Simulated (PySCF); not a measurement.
# One molecule, several mistakes: CH6NSi anion

These are calculations, not measurements. They come from PySCF 2.14.0, an open-source quantum chemistry program, on an isolated molecule that a program drew, which may never have been made. The molecule is CH6NSi anion (charge -1, singlet), drawn as the SMILES string `NC[SiH2-]`.

Each row is a Hartree-Fock (HF) and frozen-core CCSD(T) single point in the aug-cc-pV(D+d)Z basis, meant for a local HF minimum. Run 1 is clean. Each other run has one planted mistake out of seven kinds, and not every kind appears here: one electron removed, one electron added, multiplicity raised by two, geometry at a saddle point, minimal basis STO-3G, one bond length entered in bohr, all coordinates scaled. The reference is restricted for singlets and unrestricted otherwise, and also for a bond in bohr. Adding or removing an electron swaps singlet and doublet. Electrons count all cores. HOMO and LUMO are orbital energies over both spins, the gradient is its largest component, and the lowest frequency (negative if imaginary) is given only where the gradient is small. Bond lengths are over the 8 bonds as drawn. T1 is the CCSD diagnostic: over 0.02 (restricted) or 0.045 (unrestricted) a single reference is doubtful.

Geometry of the clean run:
```xyz
9
CH6NSi anion, angstrom
N    -0.3027   -2.9077    0.9981
C    -0.0673   -1.5424    0.4603
Si   -1.3928   -0.9384   -0.8661
H    -1.2622   -2.9592    1.2972
H    -0.2509   -3.5562    0.2310
H    -0.0703   -0.8555    1.3148
H     0.9562   -1.5271    0.0716
H    -0.7379    0.4061   -1.2369
H    -0.8648   -1.7339   -2.0799
```

| run | electrons | basis functions | <S^2> | HOMO (eV) | LUMO (eV) | gradient (hartree/bohr) | lowest frequency (cm^-1) | mean bond (Å) | longest bond (Å) | T1 | HF (hartree) | CCSD(T) (hartree) | mistake |
|---|---|---|---|---|---|---|---|---|---|---|---|---|---|
| 1 | 34 | 132 | 0.000 | -1.83 | 3.95 | 1.5e-05 | 155 | 1.3431 | 1.970 | 0.0138 | -384.70982 | -385.23538 | no fault |
| 2 | 34 | 132 | 2.004 | 0.83 | 3.48 | 6.6e-02 | - | 1.3431 | 1.970 | 0.0553 | -384.65320 | -385.15247 | multiplicity raised by two |
| 3 | 33 | 132 | 0.754 | -9.73 | 0.05 | 7.2e-02 | - | 1.3431 | 1.970 | 0.0140 | -384.68486 | -385.17374 | one electron removed |
| 4 | 34 | 132 | 0.838 | -1.86 | 3.89 | 1.8e-02 | - | 1.4550 | 1.970 | 0.0582 | -384.59704 | -385.11426 | one bond length entered in bohr |
| 5 | 34 | 132 | 0.000 | -1.77 | 3.95 | 1.1e-02 | - | 1.3270 | 1.946 | 0.0137 | -384.70877 | -385.23232 | ? |

**Which mistake was planted in run 5, and what did it cost?**

The mean and the longest bond both change by the same factor, 0.988, and the gradient is no longer small. So the mistake is: all coordinates scaled. Subtracting run 1 and multiplying by 627.51 kcal/mol a hartree, the energy moved by 0.7 kcal/mol in HF and 1.9 kcal/mol in CCSD(T).

Cautions from the logs. Run 2: T1 is over the limit, so its CCSD(T) energy is less reliable and the HOMO is above zero, so the electron isn't bound and the energy depends on the basis; run 4: T1 is over the limit, so its CCSD(T) energy is less reliable.
